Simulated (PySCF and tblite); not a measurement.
Values are calculated unless marked as measured or tabulated.
C9H12, numbered as in [CH:1]#[C:2][C@@H:3]([CH3:4])[CH2:5][C@H:6]([CH3:7])[C:8]#[CH:9].

Search: ETKDG and KDG, MMFF94s, GFN2-xTB, 200 starts; geometries at GFN2-xTB. Free energies are PBE0-D3(BJ)/pcSseg-1 single points with GFN2-xTB rigid-rotor and vibrational terms (modes under about 100 cm⁻¹ blended into free rotors). Symmetry numbers and mirror images are counted. Conformers within 2.5 kcal/mol (GFN2-xTB free energy) were kept, 7 at most. Programs: PySCF with density fitting and tblite.

Torsions listed: C4–C3–C5–C6, C3–C5–C6–C7.

```
conformer         shape  symmetry
        1   -159°, -69°        C1
        2     47°, 179°        C1
        3    -61°, -61°        C2
        4  -173°, -173°        C2
```

Problem. Which of these conformers is the most populated at 298.15 K, and with what share?

Solution. Conformer 4, about 96 %.

Problem. Give the DFT energies and free energies relative to the lowest, and all weights.

Solution. 
```json
{"conformer": "1", "shape": "-159°, -69°", "E(DFT) kcal/mol": "2.76", "G(298.15 K) kcal/mol": "2.38", "weight %": "1.7"}
{"conformer": "2", "shape": "47°, 179°", "E(DFT) kcal/mol": "4.02", "G(298.15 K) kcal/mol": "3.82", "weight %": "0.2"}
{"conformer": "3", "shape": "-61°, -61°", "E(DFT) kcal/mol": "2.21", "G(298.15 K) kcal/mol": "2.27", "weight %": "2.1"}
{"conformer": "4", "shape": "-173°, -173°", "E(DFT) kcal/mol": "0.00", "G(298.15 K) kcal/mol": "0.00", "weight %": "96.0"}
```

Problem. How does its share change from 250 K to 350 K?

Solution. From 98 % to 93 %; the mixing entropy goes from 0.20 to 0.65 cal/(mol K).
